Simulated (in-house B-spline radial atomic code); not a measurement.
Cr³⁺: [Ar] 3d3

Level of theory: non-relativistic PBE0, spin-polarised, spherical fractional occupations, exact exchange averaged over the configuration, point nucleus; calculated with an all-electron radial atomic-structure program (B-spline basis).

Effective charges: Z_r = [3n² - l(l+1)]/(2<r>) from the radius, Z_e = n√(-2ε) from the energy, and Slater's rules. Values are occupation-weighted means over spin.

```csv
shell,electrons,ε (eV),<r> (bohr),Z_r,Z_e,Slater
1s,2,-5914.8,0.06418,23.37,20.85,23.70
2s,2,-712.84,0.2955,20.31,14.48,19.85
2p,6,-610.95,0.2607,19.18,13.40,19.85
3s,2,-116.08,0.8956,15.07,8.76,12.75
3p,6,-86.636,0.9418,13.27,7.57,12.75
3d,3,-43.216,1.088,9.65,5.35,5.30
```

The least bound orbital is 3d up at -43.22 eV, and it is also the most diffuse (<r> = 1.088 bohr).

The density falls to 0.001 bohr⁻³ at 2.752 bohr; Σ<r²> = 13.2 bohr² gives, by the non-relativistic formula and without the paramagnetism of open shells, a Langevin diamagnetic susceptibility of -10.45×10⁻⁶ cm³/mol.
